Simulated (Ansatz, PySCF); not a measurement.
Noncovalent pair: HCl (SMILES Cl) (first 2 atoms) with CH4 (SMILES C); geometry from B3LYP-D3(BJ)/def2-TZVP.
(charge 0, multiplicity 1):
```xyz
7

Cl    -0.4127    -0.3469    -0.4821
H     -0.2910    -0.2431     0.7911
C     -0.0437    -0.0285     3.2873
H     -0.9741     0.4472     2.9772
H      0.0574     0.0626     4.3675
H     -0.0592    -1.0853     3.0207
H      0.8032     0.4634     2.8090
```

Monomers are frozen at their geometry in the pair; levels with a basis set take the counterpoise correction. Rows marked so take none.

Rows in 3-21G, 6-31G* carry no dispersion term and start afresh at each structure (6-31G* with six Cartesian d functions).

Programs: Ansatz (Gaussian orbitals); PySCF for 3-21G rows, 6-31G* rows, the dispersion terms. Each number belongs to the level named beside it.

### Question
One of these levels gives -0.45 kcal/mol for the interaction energy. Name it.
A) HF/6-31G*
B) B3LYP/3-21G (no counterpoise)
C) BHLYP/def2-TZVPPD
D) revPBE-D3(BJ)/def2-TZVPPD

### Answer
C, BHLYP/def2-TZVPPD. The others give 0.42 (HF/6-31G*), -1.29 (revPBE-D3(BJ)/def2-TZVPPD), -0.87 (B3LYP/3-21G (no counterpoise))

Ansatz is an electronic-structure program.
